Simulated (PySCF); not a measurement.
CuCl4 (doublet). Level of theory: UPBE/[Cu def2-SVP, Cl def2-SVP], no relativity, density fitting, PySCF.

Harmonic bands of its minimum:

| ω (cm⁻¹) | IR (km/mol, summed over degenerate members) | degeneracy |
| --- | --- | --- |
| 73 | 0.0 | 1 |
| 105 | 21.2 | 2 |
| 114 | 0.0 | 1 |
| 132 | 3.3 | 1 |
| 276 | 0.0 | 1 |
| 311 | 0.0 | 1 |
| 414 | 4.7 | 2 |

Problem. The central atom is Cu. Infer the point group and assign the bands.

Solution. D4h. The modes span b2u + 2eu + b2g + a2u + b1g + a1g: 73 b2u, 105 eu, 114 b2g, 132 a2u, 276 b1g, 311 a1g, 414 eu. The computed geometry has Cu–Cl 2.173 Å (×4); Cl–Cu–Cl 90.0° (×4), Cl–Cu–Cl 180.0° (×2).

This need not be the most stable arrangement of these atoms. Other spin states or occupations of the open shell can lie lower.
